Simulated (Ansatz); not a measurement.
`BC[O][GaH2]` → `B[O][GaH2]` + `[CH2]` (triplet)  (formal loss of a carbene)

Calculated with Ansatz (gas phase, PBE0-D4/def2-TZVP geometries, no zero-point term in ΔE). CCSD(T)/CBS adds triple-zeta CCSD(T) − MP2 to the extrapolated MP2 energy (def2 sets, frozen cores). This one scheme is used for every species. Functionals use def2-TZVPP. Triplets are unrestricted, without spin–orbit coupling. For Ga outer-core shells are correlated without core-valence functions, which leaves a few kJ/mol of doubt a bond. Scalar relativity is left out up to krypton. Each species was taken in one conformer, which may not be the lowest.

```
             level  ΔE (kJ/mol)
              BLYP        225.5
RPA@PBE/def2-TZVPP        225.4
     HF/def2-QZVPP         83.9
    CCSD/CBS(def2)        229.8
```

Question: What does CCSD(T)/CBS give? (An estimate is asked.)

Answer: The calculation gave: +241.9 kJ/mol. The listed levels differ from it by -16.4, -16.5, -158.0, -12.1 kJ/mol.

Largest T1 diagnostic among the species: 0.016.

The D4 term adds +11.6 kJ/mol with B3LYP and +6.1 kJ/mol with PBE0; it sums over pairs of atoms, weighted by their polarisabilities, and B3LYP, whose exchange is more repulsive, gets the larger term. From PBE to PBE0 (25 % exact exchange), in def2-TZVPP and without D4, ΔE moves by −13.3 kJ/mol. At CCSD(T), def2-SVP lies −31.8 kJ/mol from the extrapolated value and def2-TZVPP −13.8 kJ/mol.

CCSD(T)/CBS has its own doubt, a few kJ/mol and more with outer-core shells, so smaller differences from it don't rank the levels.

B3LYP here is the variant with VWN-RPA as its local correlation; programs differ in this.
